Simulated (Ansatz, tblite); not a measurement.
Cost and result up the ladder for K₃H₃ (the lowest singlet isomer of a short search) (6 atoms). The state is a singlet with charge 0. Geometry: PBE-D4/def2-TZVP.

```xyz
6

K    -2.0223    1.1512    0.8949
K     0.8276    0.5333   -2.2926
K     1.1954   -1.6835    1.3965
H    -1.1801    1.6255   -1.3717
H    -0.8046   -0.5164    2.2395
H     1.9840   -1.1101   -0.8666
```

Ansatz on 4 threads of Arm Neoverse V2 on a shared host; xTB runs through tblite on one thread. Times are rough, summed over both states, and most runs start from the orbitals of an earlier one. CCSD(T)/def2-TZVPP serves as the yardstick here, not as an exact answer. The other state is a doublet.

The xTB rows come from tblite. Correlated methods freeze 15 core orbitals; core or outer-core shells of K are correlated, in sets that lack core-valence functions. In CCSD on the charge 1 doublet the largest single amplitude is 0.28, so its Hartree–Fock determinant may place the open shell otherwise than the density functionals do. The structure comes from a short search, and lower isomers may exist.

Run but left out: PBE-D4/def2-TZVP, r2SCAN-D4/def2-TZVP (charge +1 doublet: an occupied level 0.12 to 0.13 eV above an empty one).

Correlated methods converge slowly with the basis.

Raw xTB energies of ions are shifted by several eV.

| level | functions | wall time | vertical IE (eV) | difference from CCSD(T)/def2-TZVPP (eV) |
| --- | --- | --- | --- | --- |
| GFN1-xTB | 18 | 0.004 s | 14.07 | 7.45 |
| GFN2-xTB | 15 | 0.005 s | 10.70 | 4.08 |
| PBE0-D4/def2-TZVP (with forces) | 117 | 14 s | 6.26 | -0.37 |
| CCSD(T)/def2-TZVPP | 141 | 64 s | 6.62 | 0.00 |
